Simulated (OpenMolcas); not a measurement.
Os5+: effect of the active space

- Program: OpenMolcas 26.06
- Method: SS-CASPT2 or its RAS form, IPEA 0.25 Eh, imaginary shift 0.1 Eh
- Basis: ANO-RCC-VTZP
- Scalar Hamiltonian: DKH2, point nucleus
- Spin-orbit coupling: RASSI with atomic mean-field integrals over the reference wave functions, term energies averaged over their components

A. 3 electrons in 5 orbitals (5d); 2S+1 = 4 even, 10 roots; 2S+1 = 2 even, 40 roots; closed shells correlated: 5s 5p; CASPT2 step roughly 22 core-seconds
B. 9 electrons in 8 orbitals (RAS1 5p, at most 2 holes; RAS2 5d); 2S+1 = 4 even, 10 roots; 2S+1 = 2 even, 40 roots; closed shells correlated: 5s; CASPT2 step roughly 60 core-seconds
C. 3 electrons in 10 orbitals (5d 6d); 2S+1 = 4 even, 10 roots; 2S+1 = 2 even, 40 roots; closed shells correlated: 5s 5p; CASPT2 step of the order of 7 core-minutes

Energies in cm⁻¹ above 5d³ ⁴F_3/2, the measured ground level; measured values from the list in Brasseur, Palmeri and Quinet, Atoms 13, 11 (2025).

```
            Level      A      B      C  Measured
       5d³ ⁴F_3/2    0.0    0.0    0.0       0.0
       5d³ ⁴F_5/2   6470   6800   6530      6397
       5d³ ⁴F_7/2  11610  12050  11670     11444
5d³ ⁴F_9/2 [55 %]  14900  15350  15030          
5d³ ⁴P_1/2 [66 %]  17700  17480  17180     16772
       5d³ ²G_7/2  23380  23950  23410     22920
5d³ ²H_9/2 [56 %]  24460  25140  24710     24028
       5d³ ⁴P_5/2  25510  25970  25640     24828
5d³ ²P_1/2 [66 %]  30440  30000  29340     28860
      5d³ ²H_11/2  32680  33520  33240     32156
    5d³ ²D_5/2(1)  35310  36410  35440     34418
5d³ ²G_9/2 [57 %]  37590  38630  37890     37019
       5d³ ²F_5/2  40940  41530  41100     39601
       5d³ ²F_7/2  41690  42300  41810     40447
5d³ ²P_3/2 [55 %]  41700  41600  40840          
    5d³ ²D_3/2(2)  62120  62700  62190          
    5d³ ²D_5/2(2)  62880  63150  63040     61005
```

Deviations, from unrounded energies. A percentage is the sum of absolute deviations over the sum of measured energies, with the sign that they share, or ± where signs differ.

```json
{"Against measurement": "mean absolute deviation (cm-1)", "Levels": "13", "A": "830", "B": "1300", "C": "850"}
{"Against measurement": "fine structure of the ground term (%)", "Levels": "2", "A": "+1.4", "B": "+5.7", "C": "+2.0"}
{"Against measurement": "other terms of the ground configuration (%)", "Levels": "11", "A": "+2.9", "B": "+4.4", "C": "+3.0"}
```

A, C lie about equally close to measurement and B furthest from it. The largest miss of A in the table is 5d³ ²D_5/2(2), by +1900 cm-1. The ranking rests on the paired levels alone, and a cruder setting can come out closer through cancelling errors.

The two smallest mean deviations differ by little beside CASPT2's spread within terms, so their order carries little weight.

Among A to C the level of the table that moves most is 5d³ ²D_5/2(1), by 1100 cm-1 (lowest in A, highest in B). Moves below CASPT2's spread within the term are not significant.

CASPT2 does not keep the components of a term degenerate, so their means are used; among the terms shown or strongly mixed into the levels shown the widest spread is 1100 cm-1 (5d³ ²H, A). The CASPT2 spread within a term exceeds the gap to the next term for 5d³ ²P and 5d³ ²H, 5d³ ²H and 5d³ ²D(1), so the order of their levels is uncertain (holds for A). Active for correlation alone: 5p; no level in the range computed is led by a configuration that opens it, so any true level of that kind is missing (holds for B). Active for correlation alone: 6d; no level in the range computed is led by a configuration that fills it, so any true level of that kind is missing (holds for C). Computed and measured levels are paired by configuration, term and J; levels that our copy of the source lacks, or whose pairing is in doubt (as where it misses far off the trend of its configuration), stay unpaired and out of the deviations. Levels of configurations outside the active space are missing. The table leaves out levels that lie high or whose names do not pair safely across all columns.

A share in square brackets marks a mixed level and gives the weight of the term that names it, the lowest over the columns. A number in round brackets counts repeated terms of one configuration in the order of the reference energies.
